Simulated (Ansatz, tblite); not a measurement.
Cost and result up the ladder for TaSCl₃ (5 atoms). Total charge 0; singlet. Geometry: r2SCAN-D4/def2-SVP.

```xyz
5

Ta    0.0052   -0.0100   -0.0003
S    -1.0367    1.8720    0.0699
Cl    2.2366    0.4361   -0.2530
Cl   -0.8065   -1.1919   -1.7853
Cl   -0.3986   -1.1062    1.9687
```

Ansatz on 4 threads of Arm Neoverse V1 on a shared host; xTB runs through tblite on one thread. Times are rough, summed over both states, and most runs start from the orbitals of an earlier one. PBE0-D4/def2-TZVP serves as the yardstick here, not as an exact answer. The other state is a triplet.

In the def2 sets Ta takes a core potential; there is no spin–orbit coupling. The xTB rows come from tblite.

xTB has no spin-polarisation term.

| level | functions | vertical triplet (eV) | difference from PBE0-D4/def2-TZVP (eV) |
| --- | --- | --- | --- |
| GFN1-xTB | 45 | 3.19 | -0.03 |
| GFN2-xTB | 45 | 2.69 | -0.53 |
| PBE0-D4/def2-TZVP | 188 | 3.22 | 0.00 |
| r2SCAN-D4/def2-TZVP | 188 | 3.35 | 0.12 |

(1) Estimate how long each takes.

## Answers

(1) GFN1-xTB 0.015 s; GFN2-xTB 0.017 s; PBE0-D4/def2-TZVP 41 s; r2SCAN-D4/def2-TZVP 45 s. On shared hardware such times vary by a factor of up to 3.
